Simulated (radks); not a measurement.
The numbers below are computed, except where a source is named.
Question: Mean orbital radii <r> (bohr) of neutral terbium, [Xe] 4f9 6s2, of relativity; Dirac values are averaged over j with weights 2j + 1. Spin-unpolarised spherical Kohn-Sham, PBE, point nucleus unless stated (finite: rms radius 5.06 fm), a radial shooting solver on a logarithmic mesh with Libxc functionals. A level marked "c x" has the speed of light scaled by that factor and shares open shells by 2j + 1; other Dirac levels either fill j = l - 1/2 first or share by 2j + 1.

shell       non-rel.
3s            0.2557
3p            0.2455
3d            0.2176
4s            0.5771
4p            0.5905
4d            0.6248
5s             1.426
5p             1.620
4f            0.8544
6s             4.439
5d (empty)     3.144
6p (empty)     5.932

Give the values at the level "Dirac, c x 5".

Answer: 
shell       Dirac, c x 5  change of magnitude (%)
3s                0.2551                    -0.25
3p                0.2452                    -0.13
3d                0.2175                    -0.02
4s                0.5758                    -0.24
4p                0.5898                    -0.12
4d                0.6248                    -0.01
5s                 1.423                    -0.26
5p                 1.618                    -0.11
4f                0.8563                    +0.22
6s                 4.430                    -0.22
5d (empty)         3.156                    +0.37
6p (empty)         5.933                    +0.02
